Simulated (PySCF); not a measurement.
## Identify the compound

Molecular formula: C4H11ClOSi3. Simulated spectra:

¹H NMR (400 MHz, computed): δ 10.49 (s, 1H), 7.56 (s, 1H), 4.06 (m, 1H), 3.81 (m, 1H), 3.80 (m, 1H), 3.50 (d, 3H), 0.49 (m, 3H).

¹³C{¹H} NMR (computed): δ 200.8, 154.6, 149.5, -7.9.

PySCF 2.14.0 with density-fitted response routines calculation with GFN2-xTB structure and shieldings: GIAO PBE0/pcSseg-1; no relativistic terms, one conformer, equivalent nuclei averaged, gas phase.

δ = σ(ref) − σ, references computed at the same level: ¹H (σ = 31.72 ppm) and ¹³C (σ = 186.93 ppm) against TMS.

Deduce the structure.

## Answers


Rings plus π bonds: 2 (no ring in the answer). 4 carbon signals for 4 carbons: no two carbons are equivalent. Carbon types of the structure: 1 × C, 2 × CH, 1 × CH3, leaving 6 H on heteroatoms. δC 200.8: aldehyde carbonyl carbon; low-lying n→π* states of the double bond to the heteroatom give a large paramagnetic term (-259 ppm). δC 154.6: β carbon of a C=C–C=O unit; conjugation with the carbonyl draws π density from the β position. δC 149.5: α carbon of a C=C–C=O unit; the olefinic region. δC -7.9: methyl carbon bonded to Si; an electropositive neighbour leaves it electron-rich and shielded. δH 10.49: hydrogen on an aldehyde carbonyl carbon; the formyl region, downfield of aromatic protons. δH 7.56: hydrogen on a β carbon of a C=C–C=O unit; a vinylic proton, deshielded by the sp2 carbon and the C=C anisotropy. δH 0.49: hydrogen on a methyl carbon bonded to Si; an electropositive neighbour shields it, as in TMS itself.

The compound is SMILES C(/C([Si@@H]([SiH2]C)[SiH3])=C\Cl)=O.

The data come from this structure; uniqueness wasn't tested.

Carbons that carry Cl, above all several Cl atoms, come out too deshielded, partly because spin–orbit coupling is missing. Shifts are as computed. Against solution values, carbons near 30 ppm lie about +3 ppm off and those near 130 ppm about +5 ppm; carbons on Cl a further +6 ppm. Of 1211 compounds with measured shifts, 218 miss one by over three times the rms of a fit or turn the order of signals round; such compounds aren't used in these exercises. No couplings were computed; multiplicities are counted from neighbouring protons, with m where these are inequivalent, close in shift, in a saturated or five-membered ring or joined by F or P, and br s for small geminal =CH2 splittings.
